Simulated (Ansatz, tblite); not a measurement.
Isomers of Ti2S3 (singlet), found by a short tight-binding search and relaxed with PBE-D4/def2-SVP in Ansatz.

The xTB rows come from tblite. B3LYP takes the VWN-RPA correlation. Correlated methods freeze 25 core orbitals; core or outer-core shells of Ti are correlated, in sets that lack core-valence functions.

Run but left out: HF/def2-TZVP, MP2/def2-TZVP, CCSD/def2-TZVP, CCSD(T)/def2-TZVP (flagged by the program: large difference).

A further structure is left out (at the level of its geometry, restricted singlet, unstable towards broken spin symmetry at other levels and untested here); at PBE0-D4/def2-TZVP its energy lies 3.12 eV above the lowest shown.

A: At RPA@PBE/def2-TZVP the test of the restricted singlet for broken spin symmetry was undecided. B: The restricted singlet is unstable towards broken spin symmetry in Hartree–Fock (as tested in another run); at PBE-D4/def2-SVP, BLYP-D4/def2-TZVP, r2SCAN-D4/def2-TZVP, B3LYP-D4/def2-TZVP and others this wasn't settled.

Other spin states weren't relaxed.

A:

Cartesian coordinates in Å:
```
Ti 0.896 0.792 -0.242
Ti 0.068 -1.193 0.248
S 0.988 -0.861 -1.818
S -0.406 0.618 1.816
S -1.546 0.644 -0.005
```

B:

```xyz
5

Ti    0.963    0.096   -0.606
Ti   -0.963   -0.096    0.606
S    -1.069    0.212   -1.665
S     0.558   -1.814    0.599
S     0.511    1.601    1.066
```

Task: Estimate their order by electronic energy at RPA@PBE/def2-TZVP, counted from the lowest.

Result: B (0.00) < A (2.30), in eV.

Task: Do the other levels pick the same lowest one?

Result: All that were run do. Energies above each level's lowest (eV):

```json
{"level": "GFN1-xTB", "A": "1.85", "B": "0.00"}
{"level": "GFN2-xTB", "A": "2.31", "B": "0.00"}
{"level": "PBE-D4/def2-SVP", "A": "2.71", "B": "0.00"}
{"level": "PBE-D4/def2-TZVP", "A": "2.42", "B": "0.00"}
{"level": "BLYP-D4/def2-TZVP", "A": "2.49", "B": "0.00"}
{"level": "r2SCAN-D4/def2-TZVP", "A": "2.66", "B": "0.00"}
{"level": "B3LYP-D4/def2-TZVP", "A": "2.53", "B": "0.00"}
{"level": "PBE0-D4/def2-SVP", "A": "2.76", "B": "0.00"}
{"level": "PBE0-D4/def2-TZVP", "A": "2.50", "B": "0.00"}
{"level": "CAM-B3LYP-D4/def2-TZVP", "A": "2.53", "B": "0.00"}
{"level": "RPA@PBE/def2-TZVP", "A": "2.30", "B": "0.00"}
```
Point groups (tolerance 0.1 Å): A Cs, B D3h. Lower isomers may exist. From def2-SVP to def2-TZVP the PBE0 values move by up to 0.26 eV, so results in the small set are rough.
